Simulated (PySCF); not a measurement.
Species: perfluoroethyl chloride, C2ClF5.
SMILES with atom numbers: `[F:1][C:2]([F:3])([F:4])[C:5]([F:6])([F:7])[Cl:8]`

Geometry (GFN2-xTB, Å), atoms numbered from 1 in this order:
```
atom  x, y, z in Å
F1    -1.546   -0.298   -0.880
C2    -0.768   -0.051    0.168
F3    -1.167    1.090    0.718
F4    -0.948   -1.025    1.053
C5     0.725    0.036   -0.255
F6     0.879    1.001   -1.167
F7     1.098   -1.112   -0.828
Cl8    1.735    0.369    1.167
```

Theory: TDDFT CAM-B3LYP/def2-SVPD, vertical, gas phase, core orbitals frozen in the response (PySCF 2.14.0, density-fitted response routines).

Transition dipole moments from the ground state, in atomic units and in the frame of the coordinates above (overall signs are arbitrary), for the states with f of 0.002 or more among the lowest 8:

```csv
state,E (eV),μx,μy,μz
S2,7.727,0.109,0.018,0.043
S3,9.697,-0.476,-0.122,-0.451
S4,9.886,0.057,-0.543,0.086
S5,9.924,-0.384,0.028,0.428
S6,10.155,0.010,-0.099,0.015
S7,10.396,-0.309,-0.105,-0.454
S8,10.803,-0.014,0.131,-0.021
```

Task: Work out the oscillator strengths.

Result: f = (2/3) ΔE |μ|² with ΔE in hartree (27.2114 eV).

```csv
state,|μ|² (au),|μ| (D),f
S2,0.014,0.30,0.003
S3,0.445,1.69,0.106
S4,0.305,1.40,0.074
S5,0.332,1.46,0.081
S6,0.010,0.26,0.003
S7,0.313,1.42,0.080
S8,0.018,0.34,0.005
```

Task: What is the point group, and which symmetry does each of these states have?

Result: Cs. Polarised normal to the mirror plane, so A″: S4, S6 and S8. Polarised in the mirror plane, so A′: S2, S3, S5 and S7.

Task: What angle do the transition dipoles of S3 and S5 make?

Result: |cos θ| = |μa·μb| / (|μa| |μb|) = 0.04, so θ ≈ 88° (taken between 0 and 90°, since the signs are arbitrary).

Task: What peak molar absorption coefficient would the strongest computed level give as a lone Gaussian band 0.5 eV wide at half height?

Result: ε(max) = 2.175×10⁸ f / FWHM, with the width in cm⁻¹. S3: 2.175×10⁸ × 0.1056 / 4033 ≈ 5700 L mol⁻¹ cm⁻¹.
